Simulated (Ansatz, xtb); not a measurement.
# Relaxing a trial structure of BCl2FHSi+

The starting geometry of this gas-phase singlet has its atoms placed at random.

```yaml
atoms:
  - { symbol: B, position_ang: [-0.0304, -0.9415, -0.8932] }
  - { symbol: Cl, position_ang: [0.1863, -1.7387, 0.7857] }
  - { symbol: Cl, position_ang: [0.1244, 0.6401, 0.7752] }
  - { symbol: F, position_ang: [-0.2745, 1.0489, -1.4232] }
  - { symbol: Si, position_ang: [1.5537, -0.4192, -0.1040] }
  - { symbol: H, position_ang: [1.2474, -1.5497, -0.9073] }
```

Guess where an optimisation with r2SCAN-D4/def2-SVP ends from this start.

It ends as a structure with Cl2 bridging B1 and Si5, given below by its coordinates. Distances that change by over a tenth: B1–H6 (1.42 → 1.19 Å), Cl2–Cl3 (2.38 → 3.50 Å), Cl2–Si5 (2.10 → 2.56 Å). Contacts that open: B1–Si5 (1.85 → 3.75 Å), Si5–H6 (1.42 → 3.74 Å). Contacts that close: B1–F4 (2.07 → 1.28 Å).

The energy falls by 12.88 eV over 42 steps:

```json
{"step": "1", "E − E(last) (eV)": "12.881"}
{"step": "6", "E − E(last) (eV)": "1.859"}
{"step": "10", "E − E(last) (eV)": "0.376"}
{"step": "15", "E − E(last) (eV)": "0.169"}
{"step": "19", "E − E(last) (eV)": "0.082"}
{"step": "24", "E − E(last) (eV)": "0.040"}
{"step": "28", "E − E(last) (eV)": "0.008"}
{"step": "33", "E − E(last) (eV)": "0.001"}
{"step": "37", "E − E(last) (eV)": "0.000"}
{"step": "42", "E − E(last) (eV)": "0.000"}
```

Final geometry (Å):

```xyz
6

B    -0.2206   -0.7209   -1.3225
Cl    0.0745   -1.7225    0.2076
Cl    2.0276    1.0795    0.9895
F    -0.9943   -1.2889   -2.1723
Si    1.6128   -0.6516    1.9448
H     0.3070    0.3444   -1.4139
```

From the same start GFN2-xTB reaches the same bonding as this run.

From so rough a start the end depends on the optimiser's path, so another program may land elsewhere. The end wasn't checked by frequencies. Run with Ansatz 0.2.0, 5.9 min on 1 thread of AMD EPYC (Zen 3), with other jobs on the host.
